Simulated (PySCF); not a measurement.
S⁺: excitation energy

S⁺ [Ne] 3s2 3p3 (4S) → S⁺ [Ne] 3s1 3p3 4s1 (6S), as a difference of total energies. All numbers are calculated (PySCF 2.14, scalar relativity by spin-free X2C-1e, in dyall-av3z (19s12p3d2f, 84 functions)). Correlated levels: valence: [Ne] frozen; virtual orbitals above 40 to 60 times the deepest correlated orbital energy dropped. The calculations carry no spin-orbit coupling.

| method | excitation energy (eV) |
| --- | --- |
| UHF | 18.585 |
| MP2 (valence) | 20.145 |
| SCS-MP2 (valence) | 20.688 |
| CCSD (valence) | 20.368 |
| CCSD(T) (valence) | 20.443 |

Problem. How much does correlation contribute at CCSD(T) (valence)?

Solution. 20.443 − (18.585) = 1.858 eV, measured against UHF.

The promoted electron is Rydberg-like, and one or two diffuse shells describe it only roughly, which tends to raise the upper state.
